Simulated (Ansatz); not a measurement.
Species: sum formula HSO$_{3}$, charge -1, multiplicity 1. It need not be the lowest isomer of its formula. SMILES: O=[SH](=O)[O-]
Coordinates optimised at B3LYP-D3(BJ)/def2-TZVP (Ansatz, a first-principles code):
```
S
O 1 1.4613
O 1 1.4613 2 114.58
O 1 1.4613 2 114.58 3 -135.40
H 1 1.3705 2 103.70 4 -112.30
```
Charge -1, spin multiplicity 1.

Parts of the frozen-core correlation energy in STO-3G (Ansatz, hartree). Frozen orbitals: 8; correlated occupied orbitals by spin: 13 and 13; virtual: 4 and 4. No spin-orbit coupling. No relativistic terms.

| term | value |
|---|---|
| reference (HF) | -614.67567 |
| MP2 opposite-spin | -0.09614 |
| MP2 same-spin | -0.02690 |
| CCSD correlation | -0.15135 |
| (T) | -0.01008 |
| FCI minus CCSD(T) | -0.00172 |
| T1 diagnostic | 0.021 |
| largest doubles amplitude | 0.102 |
